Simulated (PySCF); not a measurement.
# Cost against result

Saddle point of SiH2SF2, singlet (SiH₂SF₂ ([F][SiH]([F])[SH]) → SiF₂ + H₂S; bonds formed: S2–H3; bonds broken: Si1–S2, Si1–H3), PBE0-D4/def2-TZVP structure:

```
6
angstrom
Si -0.4105 0.8185 -0.1914
S 0.5692 -1.4085 -0.2813
H 0.8679 0.1382 -0.9221
F -0.5362 1.0240 1.3849
F -1.8747 0.4737 -0.7145
H 1.3843 -1.0460 0.7245
```

Barriers are electronic and count from the start structure reached by relaxing down the imaginary mode.

Computed with PySCF 2.14 with density fitting (its default auxiliary sets; JK sets also for MP2 and CCSD(T)) (basis: as named in each row); correlated methods freeze the cores. B3LYP uses VWN-RPA correlation. Extrapolation: Hartree–Fock as exp(−7.88 √X), correlation as X^−2.97.

Times are rough, for one single point on 4 threads of a shared host (Arm Neoverse V2).

The estimate by CCSD(T) at an estimated basis limit (MP2 extrapolated from triple and quadruple zeta, plus CCSD(T) − MP2 in triple zeta) is 71.40 kcal/mol.

| method | basis | time (s) | barrier (kcal/mol) | method less estimate |
| --- | --- | --- | --- | --- |
| HF | STO-3G | under 1 | 104.92 | 33.53 |
| B3LYP-D4 | 6-31G | 2 | 55.39 | -16.01 |
| PBE0-D4 | def2-SVP | 3 | 66.02 | -5.38 |
| PBE-D4 | def2-SVP | 3 | 57.09 | -14.31 |
| MP2 | def2-QZVPP | 4 | 73.19 | 1.80 |
| SPW92 | def2-TZVPP | 6 | 56.79 | -14.61 |
| CCSD(T) | def2-SVP | 7 | 72.13 | 0.74 |
| PBE0-D4 | def2-TZVPP | 8 | 67.27 | -4.13 |
| B3LYP-D4 | def2-TZVPP | 8 | 66.88 | -4.52 |
| BHLYP-D4 | def2-TZVPP | 8 | 76.82 | 5.43 |
| PBE-D4 | def2-TZVPP | 8 | 58.64 | -12.76 |
| r2SCAN-D4 | def2-TZVPP | 16 | 65.75 | -5.64 |
| wB97M-V | def2-TZVPP | 95 | 71.59 | 0.19 |
| CCSD(T) | def2-TZVPP | 220 | 72.13 | 0.73 |

All methods are single points on the PBE0-D4 structures.

No T1 diagnostic of these runs exceeds 0.016. The restricted Hartree–Fock reference is unstable towards an unrestricted one at one or more of these structures.

Losses and insertions of silylenes and their heavier kin drive the gas-phase chemistry of silicon and germanium vapour deposition.

Labels in which every atom is bracketed show which atoms are joined, not bond orders.
